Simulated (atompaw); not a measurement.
# What one change does to a pseudopotential (Nb, PAW (atompaw))

```
Element                 : Nb (Z = 41)
Generator               : atompaw 4.2.0.5
Type                    : PAW
Functional              : PBE
Relativity              : scalar-relativistic
Frozen core             : [Ar] 3d10
Valence charge          : 13
Reference configuration : 4s2 4p6 4d4 5s0 5p0 (charge +1)
Partial waves           : 4s (bound); 5s (bound, empty); 4p (bound); 5p (bound, empty); 4d (bound); 4d channel at 0.55 Ry
Local potential         : troulliermartins scheme with l = 3 at 0 Ry, radius 1.70 bohr
Core correction         : smooth core density matched at 1.85 bohr
Augmentation charge     : sinc compensation charge, radius 1.95 bohr; PAW radius 2.60 bohr; waves and projectors: bloechl
```

Change: local potential troulliermartins scheme with l = 3 at 0 Ry, radius 1.32 bohr.

Cutoffs: the cutoffs (Ry, on a coarse ladder) from which the occupation-weighted sum of valence levels, in a spherical-Bessel basis at the reference potential, stays within 10 and 1 mRy of its value at 400 Ry; they do not see the model core or the augmentation charge, which bear on the density cutoff.

Q: What does the change do?

A: The potential gets harder (90 Ry and 110 Ry → 180 Ry and 230 Ry); a bound ghost appears in s, which as a rule spoils a file; the range in which the p phases agree narrows (upper end 2.8 → 0.3); the range in which the d phases agree narrows (upper end at the end of the scan → 2.4). A state that the projectors do not describe sees the local part alone, so a deeper or shallower local part can create or remove a ghost.

```csv
quantity,base,changed
"cutoff, loose",90 Ry,180 Ry
"cutoff, tight",110 Ry,230 Ry
loose cutoff by channel (10 mRy a level),"s 70 Ry, p 45 Ry, d 50 Ry","s 160 Ry, p 100 Ry, d 90 Ry"
bound ghosts,none,s
s: phases at 2.61 bohr within 0.05 rad from the reference energy up to (Ry; the scan ends near 5),-0.2,-0.4
p: phases at 2.61 bohr within 0.05 rad from the reference energy up to (Ry; the scan ends near 5),2.8,0.3
d: phases at 2.61 bohr within 0.05 rad from the reference energy up to (Ry; the scan ends near 5),to the end of the scan,2.4
lowest overlap eigenvalue by channel,"s 0.09, p 0.31, d 0.64","s 0.01, p 0.10, d 0.44"
```

 A true bound ghost makes a file unfit for plane-wave use even where its test errors are small: the radial tests pick states by their node count and pass the ghost by. The cutoffs see the waves, projectors and local potential, not the compensation charge or the core.
